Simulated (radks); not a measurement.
Question: The copper ion Cu2+, configuration [Ar] 3d8.5 4f0.5 (fractional occupations, a model configuration). All-electron calculation, scalar-relativistic Kohn-Sham, B86b exchange with PBE correlation, spin-polarised, spherical densities, finite nucleus; open shells are filled with parallel spins first; Fermi nuclear charge, rms radius 3.8823 fm. Program: a radial shooting solver on a logarithmic mesh with Libxc functionals. Some entries of the table are withheld. Estimate them.

| orbital | occ. | eigenvalue (Ry) | <r> (bohr) | r(max) (bohr) |
|---|---|---|---|---|
| 1s down | 1 | -653.1301 | 0.05213 | 0.03411 |
| 1s up | 1 | -653.1299 | 0.05213 | 0.03411 |
| 2s up | 1 | -80.61466 | 0.2352 | 0.1966 |
| 2s down | 1 | -80.54732 | 0.2351 | 0.1966 |
| 2p up | 3 | -69.90703 | 0.2065 | 0.1582 |
| 2p down | 3 | -69.85648 | 0.2063 | 0.1582 |
| 3s up | 1 | (1) | 0.7073 | 0.6122 |
| 3s down | 1 | (2) | 0.7083 | 0.6126 |
| 3p up | 3 | -7.78349 | 0.7401 | 0.6176 |
| 3p down | 3 | -7.65426 | 0.7419 | 0.6182 |
| 3d up | 5 | -2.74821 | 0.8818 | 0.5916 |
| 3d down | 3.5 | -2.62692 | 0.8934 | 0.5941 |
| 4f up | 0.5 | -0.41416 | 6.541 | 5.961 |

Answer: 
(1) 3s up eigenvalue (Ry): -10.92888
(2) 3s down eigenvalue (Ry): -10.79707
